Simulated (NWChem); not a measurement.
System: C₂H₇BFN; SMILES CN(BF)C

```xyz
12

B      0.7251     0.8418     0.0000
H      1.9328     0.8925     0.0000
F      0.0276     1.9850     0.0000
N      0.0524    -0.3824     0.0000
C     -1.3873    -0.4818     0.0000
C      0.7539    -1.6408     0.0000
H     -1.7504    -1.0249    -0.8910
H     -1.7504    -1.0249     0.8910
H     -1.8317     0.5215     0.0000
H      0.4999    -2.2439     0.8906
H      0.4999    -2.2439    -0.8906
H      1.8384    -1.4683     0.0000
```
Atoms are numbered in this order, from 1.

Program: NWChem. Pople sets run with spherical d functions. Geometry: optimised at PBE0/def2-SVP. Level: PBE0/6-31+G*; rows give the wavelength of the field.

```tsv
field	isotropic polarisability (bohr³)	anisotropy (bohr³)
static	45.8	15.6
1065 nm	46.1	15.8
589 nm	?	?
```

**Question.** Complete the blanks.

**Answer.** 
- 589 nm, isotropic polarisability (bohr³): 47.0
- 589 nm, anisotropy (bohr³): 16.5
